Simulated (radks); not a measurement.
All-electron atom: S2+ in [Ne] 3s2 3p2.

Calculated with a radial shooting solver on a logarithmic mesh with Libxc functionals: non-relativistic Kohn-Sham, LB94 model potential, spin-polarised, spherical densities, point nucleus; open shells are filled with parallel spins first.

Energy parts (eV):
part                  energy
kinetic            10850.286
electron-nucleus  -25434.649
Hartree             4465.507
(The LB94 potential has no energy functional, so no total or exchange-correlation energy is given.)

Orbitals (lengths in bohr, moments of r in powers of bohr; <r^-3> diverges for s and p1/2; r(max) is where P^2 peaks):
[
 {"orbital": "1s up", "occ.": "1", "eigenvalue (eV)": "-2471.417", "<r^-3>": "-", "<r^2>": "0.01261", "r(max)": "0.06374", "<r>": "0.09692"},
 {"orbital": "1s down", "occ.": "1", "eigenvalue (eV)": "-2471.549", "<r^-3>": "-", "<r^2>": "0.01261", "r(max)": "0.06374", "<r>": "0.09691"},
 {"orbital": "2s up", "occ.": "1", "eigenvalue (eV)": "-250.9336", "<r^-3>": "-", "<r^2>": "0.2725", "r(max)": "0.3907", "<r>": "0.4793"},
 {"orbital": "2s down", "occ.": "1", "eigenvalue (eV)": "-250.7904", "<r^-3>": "-", "<r^2>": "0.2741", "r(max)": "0.3912", "<r>": "0.4806"},
 {"orbital": "2p up", "occ.": "3", "eigenvalue (eV)": "-197.5645", "<r^-3>": "82.94", "<r^2>": "0.2397", "r(max)": "0.3248", "<r>": "0.4386"},
 {"orbital": "2p down", "occ.": "3", "eigenvalue (eV)": "-197.3272", "<r^-3>": "82.52", "<r^2>": "0.2416", "r(max)": "0.3253", "<r>": "0.4402"},
 {"orbital": "3s up", "occ.": "1", "eigenvalue (eV)": "-45.2907", "<r^-3>": "-", "<r^2>": "2.871", "r(max)": "1.361", "<r>": "1.580"},
 {"orbital": "3s down", "occ.": "1", "eigenvalue (eV)": "-44.6940", "<r^-3>": "-", "<r^2>": "2.804", "r(max)": "1.338", "<r>": "1.559"},
 {"orbital": "3p up", "occ.": "2", "eigenvalue (eV)": "-34.1926", "<r^-3>": "7.815", "<r^2>": "3.612", "r(max)": "1.489", "<r>": "1.760"},
 {"orbital": "3p down", "occ.": "0", "eigenvalue (eV)": "-33.4442", "<r^-3>": "8.387", "<r^2>": "3.543", "r(max)": "1.458", "<r>": "1.739"}
]

The highest occupied level is 3p up at -34.193 eV. The density falls to 0.001 e/bohr^3 at r = 3.39 bohr. Spin moment in Bohr magnetons: 2. The electron density at the nucleus is 2678 e/bohr^3. Summed over all electrons, <r^2> = 14.91 bohr^2, which gives a Langevin (diamagnetic) susceptibility term of -11.8 x 10^-6 cm^3/mol.
